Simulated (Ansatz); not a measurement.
The same path of CH5FGe + H2 (10 atoms, charge 0, multiplicity 1) was run twice with different band settings. Lost on the way: Ge1–F2, H6–H7. Made: Ge1–H7, F2–H6.

Method: UKS PBE0/def2-SVP in Ansatz 0.2.0.

Relaxed end points:

```xyz
10
Properties=species:S:1:pos:R:3
Ge -0.622 -0.999 -0.036
F 1.121 -1.150 0.105
H -1.042 -2.053 -1.074
H -1.183 -1.322 1.360
C -0.981 0.815 -0.607
H 2.707 0.338 1.042
H 3.155 0.861 1.366
H -0.583 1.530 0.127
H -2.065 0.975 -0.704
H -0.507 1.006 -1.580
```

```xyz
10
Properties=species:S:1:pos:R:3
Ge -0.374 -0.717 0.614
F 2.346 -0.019 -0.940
H -0.269 -1.982 -0.254
H -1.391 -0.954 1.746
C -0.810 0.853 -0.451
H 2.153 -0.140 -0.041
H 1.007 -0.505 1.300
H -0.973 1.726 0.197
H -1.719 0.678 -1.043
H 0.030 1.060 -1.129
```

Common settings: movable images 5; climbing image yes; spring 5.0 eV/Å²; optimiser quadratic models (default); start path through a guess of the saddle point; iteration limit 60; end points relaxed.

| run | force threshold |
| --- | --- |
| 1 | 0.05 eV/Å |
| 2 | 0.5 eV/Å |

Task: What does each run give, and how far can it be trusted?

Result: Run 1: converged after 22 iterations, highest image 1.884 eV above the first end. Neighbouring images differ by up to 1.4 eV, so the band resolves the path poorly. A vibrational analysis at the climbing image gives one clearly imaginary mode, 1143i cm⁻¹: a first-order saddle point.
Run 2: converged after 11 iterations, highest image 1.917 eV above the first end. The threshold of 0.5 eV/Å is loose, so the images may lie well off the minimum-energy path. Neighbouring images differ by up to 1.5 eV, so the band resolves the path poorly. The order of the stationary point at the top wasn't checked.
The orbitals stay closed-shell, which can raise the energy where a bond breaks towards radicals; this wasn't checked here.
